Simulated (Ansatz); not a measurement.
Stepwise reaction of `[NH2][Al]([NH2])[SH]` with hydrogen chloride, as a gas-phase model of exchange steps in deposition or etching. ΔE in kJ/mol; ΔG adds harmonic PBE0-D4 terms to CCSD(T)/CBS, at 1 bar.

Program: Ansatz. Geometries: PBE0-D4/def2-TZVP. ΔE: electronic, gas phase. CBS: MP2 limit from def2 TZ/QZ plus the TZ coupled-cluster correction, frozen cores. This one scheme is used for every species. DFT in def2-TZVPP. B3LYP here is the variant with VWN-RPA as its local correlation; programs differ in this. One conformer a species, not always the lowest.

```csv
step,reaction,PBE-D4,B3LYP-D4,ωB97M-V,CCSD(T)/CBS,ΔG(400 K)
2,`[NH2][Al]([SH])[Cl]` + HCl → `[SH][Al]([Cl])[Cl]` + NH₃,-69.5,-66.9,-68.2,-68.6,-60.4
```

**Question.** Give the row of step 1, `[NH2][Al]([NH2])[SH]` + HCl → `[NH2][Al]([SH])[Cl]` + NH₃. (Estimate.)

**Answer.** The calculation gave: 
```csv
step,reaction,PBE-D4,B3LYP-D4,ωB97M-V,CCSD(T)/CBS,ΔG(400 K)
1,`[NH2][Al]([NH2])[SH]` + HCl → `[NH2][Al]([SH])[Cl]` + NH₃,-82.4,-80.5,-81.8,-81.4,-70.2
```

**Question.** By hand: ΔE of the 2 steps together at CCSD(T)/CBS.

**Answer.** (-81.4) + (-68.6) = -150.0 kJ/mol, or -75.0 kJ/mol a step.

In ΔE each step is higher than the one before. All are downhill at CCSD(T)/CBS. ΔG lies between -70.2 and -60.4 kJ/mol a step. PBE-D4 differs from CCSD(T)/CBS by -1.0 to -0.9 kJ/mol a step. Isolated molecules leave out the surface, adducts and barriers. Largest T1 diagnostic: 0.010.
